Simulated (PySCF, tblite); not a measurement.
Isomers of C5H12S2Si, one GFN2-xTB conformer each. Single-point energies are computed at PBE0/pcSseg-1 (PySCF, gas phase, no added dispersion term), electronic only.

Task: Rank them by PBE0/pcSseg-1 energy, lowest first (kcal/mol).
A. `[CH3:1][CH2:2][S:3][C@@H:4]1[CH2:5][Si@@H:6]1[S:7][CH3:8]` with C1–C2–S3–C4 64°, C2–S3–C4–C5 135°, C5–Si6–S7–C8 76°
B. `[CH3:1][S:2]/[CH:3]=[C:4](\[CH3:5])[CH2:6][SiH2:7][SH:8]` with C1–S2–C3–C4 -173°, C3–C4–C6–Si7 97°, C4–C6–Si7–S8 -51°, C6–Si7–S8–H 31°
C. `[CH3:1][S:2][C@@H:3]1[C@H:4]([CH3:5])[Si@H:6]1[S:7][CH3:8]` with C1–S2–C3–C4 154°, C4–Si6–S7–C8 -86°

Result: B (0.0), A (15.5), C (16.6).

As drawn, the lowest has an S–H bond and a C=C bond outside aromatic rings, which the highest lacks; the highest has a three-membered ring, which the lowest lacks. Neighbours under 2.5 kcal/mol apart (CCS[C@@H]1C[Si@@H]1SC and CS[C@@H]1[C@H](C)[Si@H]1SC) can change places with a better method, another conformer or zero-point energy. GFN2-xTB itself gives, in the same order: 0.0, 29.2, 28.2. Both levels put the same isomer lowest; measured from each level's own lowest isomer, the values differ by up to 13.7 kcal/mol (CCS[C@@H]1C[Si@@H]1SC: 29.2 against 15.5).

Task: Which frontier levels, dipoles and rotational constants go with these structures?

Result: 
```csv
SMILES,"HOMO (eV, PBE0/pcSseg-1)",LUMO (eV),dipole (D),"A, B, C (MHz)"
CS/C=C(\C)C[SiH2]S,-5.95,0.04,2.24,"1743, 632.8, 522.4"
CCS[C@@H]1C[Si@@H]1SC,-6.03,-0.29,2.24,"1805, 743.5, 640.7"
CS[C@@H]1[C@H](C)[Si@H]1SC,-5.88,-0.19,1.61,"1979, 673.3, 539.1"
```

Task: What happens when harmonic zero-point energies from GFN2-xTB frequencies are added?

Result: 
| SMILES | ZPE (kcal/mol) | electronic (kcal/mol) | with ZPE (kcal/mol) |
| --- | --- | --- | --- |
| CS/C=C(\C)C[SiH2]S | 94.3 | 0.0 | 0.0 |
| CCS[C@@H]1C[Si@@H]1SC | 98.0 | 15.5 | 19.2 |
| CS[C@@H]1[C@H](C)[Si@H]1SC | 97.6 | 16.6 | 19.9 |

The zero-point energies span 3.7 kcal/mol. The order is unchanged.
